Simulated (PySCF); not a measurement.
# Working out the excitation energy of Ne+

Ne+ [He] 2s2 2p5 (2P) → Ne+ [He] 2s1 2p5 3s1 (4P). Calculation: PySCF 2.14, in aug-cc-pCVTZ-DK (7s6p4d2f, 59 functions); scalar relativity by spin-free X2C-1e. Frozen: 1s2. Energies in hartree (1 hartree = 27.21139 eV):

```tsv
part	Ne+ (lower)	Ne+ (upper)
UHF	-127.947433	-126.011283
CCSD correlation	-0.218445	-0.194048
(T)	-0.002973	-0.015162
```

**Question.** What does Hartree-Fock give?

**Answer.** (-126.011283) − (-127.947433) = 1.936150 hartree = 52.685 eV.

**Question.** What do CCSD and CCSD(T) give?

**Answer.** The CCSD correlation energies differ by 0.024397 hartree = 0.664 eV and the triples by -0.012189 hartree = -0.332 eV, so CCSD gives 53.349 eV and CCSD(T) 53.017 eV.

The upper state lies above the first ionisation limit, where it may autoionise and the basis confines it. A Rydberg-like electron needs more diffuse functions than a valence basis has.

The coupled-cluster amplitudes are large, so a single reference is strained.
